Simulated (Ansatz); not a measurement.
Species: HgI (charge +1, singlet). SMILES: [I][Hg+]
Coordinates optimised at B3LYP-D3(BJ)/def2-TZVP (Ansatz, a first-principles code):
```
Hg
I 1 2.5983
```
Charge +1, spin multiplicity 1.

Computed values are from Ansatz. Correlated levels leave the core frozen unless marked. UHF or UKS for open shells. No spin-orbit coupling. The frozen core is the preceding noble-gas configuration, with the filled d and f shells of earlier blocks. In def2 rows, elements after Kr have scalar-relativistic effective core potentials. CBS marks a two-point X^-3 extrapolation of the correlation energy; Hartree-Fock from the larger set.

Problem. What is the T1 diagnostic at CCSD/def2-QZVPPD?

Solution. 0.025.

Problem. What is the vertical electron affinity (to the doublet; negative means unbound) at CCSD(T)/CBS(def2-TZVPPD,def2-QZVPPD)?

Solution. 8.67 eV.

Problem. What is the vertical ionisation energy (to the doublet) at CCSD(T)/CBS(def2-TZVPPD,def2-QZVPPD)?

Solution. 15.64 eV.

Problem. What is the total energy at CCSD(T)/CBS(def2-TZVPPD,def2-QZVPPD)?

Solution. -449.5347 Eh.
